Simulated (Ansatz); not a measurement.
Species: H$_{2}$SiO, charge 0, triplet. This triplet is an excited state, 2.8 eV above the singlet at CCSD(T)/cc-pV(5+d)Z (Ansatz, a quantum-chemistry and plane-wave program). H2SiO (parent SMILES O=[SiH2], triplet).
B3LYP-D3(BJ)/def2-TZVP minimum from Ansatz:
```xyz
4

Si     0.0739    -0.4401    -0.2804
O     -0.1796     1.0425     0.4205
H     -1.0063    -1.3064     0.3032
H      1.4088    -0.8720     0.2576
```
Charge 0, spin multiplicity 3.

Hartree-Fock and CCSD correlation energies in hartree (Ansatz). Open shells are spin-unrestricted; no spin-orbit coupling. Cores are frozen in correlated methods. No relativity. The spin of H2OSi (parent SMILES O=[SiH2], triplet) was assumed, and the state is the lowest solution found for it.

```json
[
 {"basis": "cc-pV(T+d)Z", "X": "3", "E(HF)": "-364.94453", "E(corr, CCSD)": "-0.32111"},
 {"basis": "cc-pV(Q+d)Z", "X": "4", "E(HF)": "-364.95475", "E(corr, CCSD)": "-0.34310"},
 {"basis": "cc-pV(5+d)Z", "X": "5", "E(HF)": "-364.95698", "E(corr, CCSD)": "withheld"}
]
```

Fit E(corr) = E∞ + A/X³ to X = 3 and 4, predict X = 5, and compare with the run.

A = (-0.32111 - (-0.34310))/(1/27 - 1/64) = 1.0270; E∞ = -0.34310 - A/64 = -0.35915; at X = 5, E∞ + A/125 = -0.35093. The run gave -0.35084, 0.09 mEh above the prediction. The same form on X = 4 and 5 gives E∞ = -0.35896, 0.19 mEh above the first estimate.
